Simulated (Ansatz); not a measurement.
CH8O2Si2 can be A, `OC([SiH3])O[SiH3]`, or B, `CO[SiH](O)[SiH3]`.

Isolated molecules relaxed with PBE0-D4/def2-TZVP in Ansatz; ΔE leaves out vibrations. CCSD(T)/CBS adds triple-zeta CCSD(T) − MP2 to the extrapolated MP2 energy (def2 sets, frozen cores). DFT in def2-TZVPP. B3LYP here is the variant with VWN-RPA as its local correlation; programs differ in this. One conformer a species, not always the lowest.

Which isomer does CCSD(T)/CBS put lower? Give the gap. (An estimate is asked.)

Computed: B, by 181.1 kJ/mol.

Give E(B) − E(A) in kJ/mol with B2PLYP, HF/def2-TZVPP, MP2/def2-TZVPP, B3LYP-D4, CCSD(T)/def2-TZVPP, PBE-D4, PBE0-D4. (Estimate.)

The calculation gave: B2PLYP -179.5, HF/def2-TZVPP -180.1, MP2/def2-TZVPP -179.6, B3LYP-D4 -177.4, CCSD(T)/def2-TZVPP -176.9, PBE-D4 -176.7, PBE0-D4 -180.8. None reverses the order clearly.

Largest T1 diagnostic: 0.013.

From PBE to PBE0 (25 % exact exchange), in def2-TZVPP and without D4, E(B) − E(A) moves by −3.9 kJ/mol.
